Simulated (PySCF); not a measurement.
## Copper: a sound run and one with changed settings

Sound run: Cu [Ar] 3d10 4s1, Cu⁺ [Ar] 3d10. Computed with PySCF 2.14 in x2c-SVPall, with scalar relativity by spin-free X2C-1e. In the sound run the correlated levels freeze [Ar]. The sound run starts from symmetry-adapted Hartree-Fock orbitals and uses a fine grid where one is needed.

Changed run: initial guess sap, at most 50 SCF cycles, level shift 2.0 hartree.

| species | method | sound run (hartree) | changed run (hartree) | converged |
| --- | --- | --- | --- | --- |
| Cu | UHF | -1652.84070 | -1652.84070 | yes |
| Cu | M06-L | -1654.37294 | -1654.37294 | no |
| Cu | LDA | -1651.59065 | -1651.59065 | no |
| Cu | MP2 | -1653.13723 | -1653.00774 | yes |
| Cu | CCSD(T) | -1653.11673 | -1653.11673 | yes |
| Cu⁺ | UHF | -1652.59959 | -1652.59959 | yes |
| Cu⁺ | M06-L | -1654.08584 | -1654.08584 | yes |
| Cu⁺ | LDA | -1651.27852 | -1651.27852 | yes |
| Cu⁺ | MP2 | -1652.87451 | -1652.75904 | yes |
| Cu⁺ | CCSD(T) | -1652.85268 | -1652.85268 | yes |

Ionisation energy of Cu:

| method | sound run (eV) | changed run (eV) |
| --- | --- | --- |
| UHF | 6.561 | 6.561 |
| MP2 | 7.149 | 6.767 |
| SCS-MP2 | 7.070 | 6.735 |
| CCSD | 7.080 | 7.080 |
| CCSD(T) | 7.185 | 7.185 |

A level shift leaves the converged SCF energy unchanged but raises the virtual orbital energies, which shrinks MP2 if it is not removed.

For comparison, NIST gives 7.726 eV between the lowest levels.
